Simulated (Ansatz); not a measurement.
```yaml
crystal:
  periodic: [false, false, false]
  atoms:
    - {symbol: Au, position_ang: [0.551141, 1.221542, -1.477229]}
    - {symbol: Au, position_ang: [0.169081, -0.329837, 1.922177]}
    - {symbol: Sn, position_ang: [-0.666785, -0.905268, -0.431725]}
basis:
  gaussian: {orbitals: def2-SVPD, point_charges: [{charge: -1.00, position_ang: [3.572, -0.310, -0.084]}]}
hamiltonian: {xc: {name: wB97M-V}, pseudopotentials: {relativity: scalar}}
scf: {omitted_lower_state_checks: [starts]}
```

```sh
$ ansatz run in.yaml --threads 4 --pin off --events-out ev --progress --plain --max-ram 3916MiB
```

It prints (some lines left out):

```
Functional definition: wB97M-V
1054 factors; their error is unknown
281 factors; integrals over basis functions are off by at most 1.8e-5 eV
mean field evaluation 1: about -13210.0205 eV, gradient 3.6e1 eV
mean field evaluation 2: about -13207.7047 eV, gradient 5.4e1 eV
mean field evaluation 4: about -13213.8808 eV, gradient 2.4e0 eV
mean field evaluation 8: about -13213.9068 eV, gradient 1.1e-1 eV
mean field evaluation 16: about -13214.0596 eV, gradient 1.2e-3 eV
mean field -13214.05956609 eV, -485.6077322424 hartree, gradient 1.8e-5 eV, S^2 0.000000; 0 other end points of the search recorded, 0 dependent functions left out
reference -13214.05961012 eV, -485.6077338605 hartree; 30, 30 occupied and 72, 72 virtual orbitals, 1054 factors
Total energy: -13214.05961012 eV, -485.6077338605 hartree
Relativity: scalar
Checks for a lower state left out: starts
```

It took 6 s on 4 threads of Arm Neoverse V2 on a shared host.

In the def2 sets Au, Sn take a core potential; there is no spin–orbit coupling.
